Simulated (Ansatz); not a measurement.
CH7FOSSi2, SMILES `CO[SiH2]S[SiH2]F`, relaxed with RKS PBE0-D4/def2-TZVP in the Gaussian-basis code of Ansatz from a PBE-D4/def2-SVP geometry. The force threshold is 0.005 eV/Å; the program also tests the step.

The species carries charge 0 and has multiplicity 1.

Start:

```xyz
13

C     1.830    0.705   -0.444
O     1.797   -0.266    0.593
Si    0.468   -1.211    0.941
S    -1.242   -0.050    1.636
Si   -2.186    0.375   -0.237
F    -1.288    1.436   -1.120
H     2.855    1.124   -0.491
H     1.586    0.262   -1.437
H     1.113    1.532   -0.257
H     0.021   -1.987   -0.272
H     0.874   -2.084    2.081
H    -3.496    1.021    0.087
H    -2.334   -0.857   -1.080
```

By how much does the energy fall, and how many steps does the optimiser take? (An estimate is asked.)

The calculation gave: 0.11 eV, in 17 steps, 1 of them rejected.

Which bonds change most? (Best estimate.)

Ansatz gave: Si5–F6 from 1.646 to 1.601 Å; O2–Si3 from 1.668 to 1.629 Å; Si3–S4 from 2.181 to 2.150 Å; S4–Si5 from 2.140 to 2.112 Å.

Give the relaxed structure. (An estimate is asked.)

Ansatz gave: 
```xyz
13

C     1.902    0.740   -0.387
O     1.804   -0.290    0.577
Si    0.453   -1.152    0.869
S    -1.166    0.071    1.581
Si   -2.229    0.303   -0.229
F    -1.380    1.154   -1.287
H     2.944    1.056   -0.434
H     1.591    0.391   -1.377
H     1.281    1.596   -0.110
H    -0.027   -1.831   -0.364
H     0.799   -2.100    1.945
H    -3.458    1.061    0.090
H    -2.515   -0.998   -0.873
```
